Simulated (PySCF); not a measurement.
# Relaxation of singlet CuF₃

These are results of PBE0/[Cu def2-TZVP, F def2-TZVP], no relativity, density fitting, PySCF, not measurements. A (50,194) grid was used.

A hand-made T-shaped start, of C2v symmetry, held to at least that symmetry:

```xyz
4
charge 0 multiplicity 1, angstrom
Cu    0.0000    0.0000   -0.2983
F     0.0000    0.0000    1.4617
F     1.7589    0.0000   -0.2369
F    -1.7589    0.0000   -0.2369
```

At each step, columns x, y, z (Å) and Fx, Fy, Fz (eV/Å):

```
step 0  E − E(last) = 35.65 kJ/mol
Cu   0.000   0.000  -0.298   0.000   0.000   2.613
F    0.000   0.000   1.462   0.000   0.000  -0.935
F    1.759   0.000  -0.237  -1.248   0.000  -0.839
F   -1.759   0.000  -0.237   1.248   0.000  -0.839
step 1  E − E(last) = 7.95 kJ/mol
Cu   0.000   0.000  -0.214   0.000   0.000   1.034
F    0.000   0.000   1.503   0.000   0.000  -0.226
F    1.715   0.000  -0.300  -0.542   0.000  -0.404
F   -1.715   0.000  -0.300   0.542   0.000  -0.404
step 2  E − E(last) = 0.43 kJ/mol
Cu   0.000   0.000  -0.148   0.000   0.000  -0.003
F    0.000   0.000   1.547   0.000   0.000   0.210
F    1.682   0.000  -0.355   0.008   0.000  -0.103
F   -1.682   0.000  -0.355  -0.008   0.000  -0.103
step 3  E − E(last) = 0.01 kJ/mol
Cu   0.000   0.000  -0.133   0.000   0.000  -0.019
F    0.000   0.000   1.569   0.000   0.000   0.029
F    1.680   0.000  -0.373  -0.041   0.000  -0.005
F   -1.680   0.000  -0.373   0.041   0.000  -0.004
step 4  E − E(last) = 0.00 kJ/mol
Cu   0.000   0.000  -0.131   0.000   0.000   0.003
F    0.000   0.000   1.571   0.000   0.000  -0.001
F    1.678   0.000  -0.375   0.006   0.000  -0.001
F   -1.678   0.000  -0.375  -0.005   0.000  -0.001
step 5  E − E(last) = 0.00 kJ/mol
Cu   0.000   0.000  -0.131   0.000   0.000   0.000
F    0.000   0.000   1.571   0.000   0.000   0.000
F    1.678   0.000  -0.375   0.000   0.000   0.000
F   -1.678   0.000  -0.375   0.000   0.000   0.000
```

It ends at C2v with Cu–F 1.695 Å (×2), Cu–F 1.703 Å; F–Cu–F 98.2° (×2), F–Cu–F 163.6° (after a last refinement on a finer grid). A frequency run shows a minimum. Other isomers or separated fragments may lie lower.
